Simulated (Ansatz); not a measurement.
CH₃AlF₂ (`F[CH2][AlH][F]`), 7 atoms. Charge 0, multiplicity 1. All runs use 2 threads of an Arm Neoverse V1 on a shared host. Correlated methods freeze the cores. Open-shell runs search over several starts.

Problem. How many basis functions does each run have, and how long does it take in Ansatz? RKS PBE0-D4/def2-TZVPP energy; RHF-CCSD(T)/def2-TZVPP energy; UKS PBE0-D4/def2-TZVPP energy of the cation; RHF-CCSD(T)/def2-SVP energy; RHF-MP2/def2-QZVPP energy; RKS PBE0-D4/def2-TZVP relaxation (8 steps); UHF-CCSD(T)/def2-TZVPP energy of the cation; UHF-MP2/def2-QZVPP energy of the cation; UKS r2SCAN-D4/def2-TZVPP energy of the cation; RKS r2SCANh-D4/def2-TZVPP energy; RKS PBE0-D4/def2-QZVPP energy; RKS B2PLYP (frozen core)/def2-TZVPP energy. (Best estimate.)

Solution. Ansatz gave: Other jobs shared the machine, so times are rough.

| level | job | functions | wall time | peak host memory (GiB) |
| --- | --- | --- | --- | --- |
| RHF-CCSD(T)/def2-SVP | energy | 75 | 2.2 s | 0.2 |
| RKS PBE0-D4/def2-TZVPP | energy | 177 | 2.5 s | 0.34 |
| RKS r2SCANh-D4/def2-TZVPP | energy | 177 | 4.7 s | 0.35 |
| UKS PBE0-D4/def2-TZVPP | energy of the cation | 177 | 4.8 s | 0.41 |
| RKS B2PLYP (frozen core)/def2-TZVPP | energy | 177 | 5.5 s | 0.31 |
| RKS PBE0-D4/def2-QZVPP | energy | 331 | 7.5 s | 0.73 |
| UKS r2SCAN-D4/def2-TZVPP | energy of the cation | 177 | 11 s | 0.25 |
| RHF-MP2/def2-QZVPP | energy | 331 | 16 s | 1.1 |
| RKS PBE0-D4/def2-TZVP | relaxation (8 steps) | 148 | 23 s | 0.27 |
| UHF-MP2/def2-QZVPP | energy of the cation | 331 | 30 s | 1.2 |
| RHF-CCSD(T)/def2-TZVPP | energy | 177 | 54 s | 1.7 |
| UHF-CCSD(T)/def2-TZVPP | energy of the cation | 177 | 12 min | 2 |
